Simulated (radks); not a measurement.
Effect of the nuclear size on the sulfur ion S+, [Ne] 3s2 3p3. Calculated with a radial shooting solver on a logarithmic mesh with Libxc functionals: Dirac Kohn-Sham, exchange-only LDA, spin-unpolarised, spherical densities, finite nucleus; open shells fill j = l - 1/2 first; Fermi nuclear charge, rms radius 3.2611 fm. The rms radius is varied about that value; shifts are against it.

[
 {"rms radius (fm)": "2.9122", "total energy shift (eV)": "-0.00205", "density at nucleus (e/bohr^3)": "2929", "1s1/2 shift (meV)": "-0.858", "2s1/2 shift (meV)": "-0.060"},
 {"rms radius (fm)": "2.997", "total energy shift (eV)": "-0.00157", "density at nucleus (e/bohr^3)": "2927", "1s1/2 shift (meV)": "-0.658", "2s1/2 shift (meV)": "-0.046"},
 {"rms radius (fm)": "3.2611", "total energy shift (eV)": "0", "density at nucleus (e/bohr^3)": "2923", "1s1/2 shift (meV)": "0.000", "2s1/2 shift (meV)": "0.000"},
 {"rms radius (fm)": "3.5644", "total energy shift (eV)": "0.00196", "density at nucleus (e/bohr^3)": "2919", "1s1/2 shift (meV)": "0.823", "2s1/2 shift (meV)": "0.058"},
 {"rms radius (fm)": "3.7568", "total energy shift (eV)": "0.00330", "density at nucleus (e/bohr^3)": "2916", "1s1/2 shift (meV)": "1.38", "2s1/2 shift (meV)": "0.097"}
]

Slopes of the eigenvalues against <r^2> in GHz/fm^2, as finite differences over the two radii next to the reference (eigenvalue slopes, not the field-shift constants of lines): 1s1/2 96.2, 2s1/2 6.72.
